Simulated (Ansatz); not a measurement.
Reaction (formal exchange of groups at a Ga–O bond): `C[O][GaH2]` + `OBCl` → `O[B](Cl)[GaH2]` + CH₃OH

Computed with Ansatz on PBE0-D4/def2-TZVP structures; ΔE is electronic, products minus reactants. CCSD(T)/CBS is the MP2 limit (def2-TZVPP, def2-QZVPP) plus CCSD(T) − MP2 in def2-TZVPP, frozen cores. This one scheme is used for every species. Functionals use def2-TZVPP. HSE06 is defined as in plane-wave codes. For Ga outer-core shells are correlated without core-valence functions, which leaves a few kJ/mol of doubt a bond. Scalar relativity is left out up to krypton. Each species was taken in one conformer, which may not be the lowest.

`C[O][GaH2]`:

Cartesian coordinates in Å:
```
C 0.525 0.182 -1.094
O 0.660 0.309 0.296
Ga -0.591 -0.193 1.463
H 0.606 1.166 -1.570
H -0.434 -0.261 -1.397
H 1.327 -0.450 -1.492
H -1.892 -0.803 0.846
H -0.201 0.052 2.948
```

`OBCl`:

Cartesian coordinates in Å:
```
O 0.264 0.844 -0.588
B 0.246 -0.330 0.058
Cl -1.155 -0.821 1.015
H -0.539 1.363 -0.475
H 1.184 -1.056 -0.010
```

`O[B](Cl)[GaH2]`:

Cartesian coordinates in Å:
```
O 0.613 1.602 -0.376
B 0.566 0.267 -0.226
Cl 2.021 -0.686 -0.642
Ga -1.124 -0.755 0.471
H 1.458 1.932 -0.706
H -1.321 -1.059 2.001
H -2.215 -1.302 -0.521
```

CH₃OH:

Z-matrix (Å, degrees):
```
C
O 1 1.409
H 1 1.097 2 112.4
H 1 1.090 2 107.0 3 -118.5
H 1 1.097 2 112.4 3 123.0
H 2 0.959 1 108.5 3 -61.6
```

```
             level  ΔE (kcal/mol)  difference from CCSD(T)/CBS
       LDA (SPW92)           18.8                         -0.9
            PBE-D4           18.0                         -1.7
          HSE06-D4           17.7                         -2.0
            revPBE           17.7                         -2.0
            r2SCAN           20.7                          1.0
              PBE0           17.9                         -1.8
             HSE06           17.9                         -1.8
             BHLYP           21.3                          1.6
         CAM-B3LYP           21.5                          1.8
       HF/def2-SVP           23.3                          3.6
  CCSD(T)/def2-SVP           23.9                          4.2
     HF/def2-TZVPP           22.5                          2.8
SCS-MP2/def2-TZVPP           22.4                          2.7
CCSD(T)/def2-TZVPP           20.7                          1.0
      HF/CBS(def2)           22.9                          3.2
     MP2/CBS(def2)           21.0                          1.3
       CCSD(T)/CBS           19.7                            0
```

Largest T1 diagnostic among the species: 0.015.

Leaving LDA and LC-ωPBE aside and taking each functional with its dispersion term where it has one, the values, not all of them listed here, spread over 4.0 kcal/mol, from HSE06-D4 to B2PLYP. At CCSD(T), def2-SVP lies +4.2 kcal/mol from the extrapolated value and def2-TZVPP +1.0 kcal/mol. From r2SCAN to r2SCAN0 (25 % exact exchange), in def2-TZVPP and without D4, ΔE moves by −0.7 kcal/mol.
